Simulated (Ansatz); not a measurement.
`CC[Si]S` + `[NH2][SnH3]` → `CC[NH][SnH3]` + `[SiH]S` at 600 K and 1 bar (substitution at a C–Si bond).

Gas-phase electronic energies from Ansatz, PBE0-D4/def2-TZVP geometries. CCSD(T)/CBS adds triple-zeta CCSD(T) − MP2 to the extrapolated MP2 energy (def2 sets, frozen cores). This one scheme is used for every species. Elements past krypton have def2 core potentials. For Sn outer-core shells are correlated without core-valence functions, which leaves a few kJ/mol of doubt a bond. One conformer a species, not always the lowest.

| species | CCSD(T)/CBS energy (Eh) | H − E (kJ/mol) | S (J/(mol·K)) |
| --- | --- | --- | --- |
| `CC[Si]S` | -766.55965 | 251.4 | 417.7 |
| `[NH2][SnH3]` | -271.71442 | 161.1 | 352.6 |
| `CC[NH][SnH3]` | -350.22359 | 334.7 | 457.0 |
| `[SiH]S` | -688.02937 | 72.8 | 295.1 |

H − E and S are ideal-gas, rigid-rotor, harmonic terms from PBE0-D4/def2-TZVP, for one conformer and one mirror image of each species. 1 Eh = 2625.50 kJ/mol, R = 8.31446 J/(mol·K).

Problem. By hand: ΔE, ΔH, ΔS and ΔG.

Solution. ΔE = (-350.22359) + (-688.02937) − (-766.55965) − (-271.71442) = 0.02111 Eh = 55.4 kJ/mol. Δ(H − E) = 334.7 + 72.8 − 251.4 − 161.1 = -5.0, so ΔH = 50.4 kJ/mol. ΔS = 457.0 + 295.1 − 417.7 − 352.6 = -18.2 J/(mol·K). ΔG = 50.4 − 600 × (-18.2)/1000 = 61.3 kJ/mol.

Problem. By hand: the equilibrium constant, and the temperature at which ΔG would vanish if ΔH and ΔS stayed fixed.

Solution. log₁₀ K = −ΔG/(RT ln 10) = -5.3. ΔH and −TΔS have one sign here, so there is no such temperature.

ΔH outweighs TΔS. A doubt of 5 kJ/mol in ΔE shifts log₁₀ K by 0.4 here. Other conformers and mirror images would add mixing entropy, several J/(mol·K) or more a flexible species. Modes under 60 cm⁻¹, often nearly free rotors, make the harmonic entropy too high. These are equilibria of isolated gas molecules and say nothing of rates. Largest T1 diagnostic: 0.016 (customary marks: 0.02 for closed shells, 0.045 for open ones).
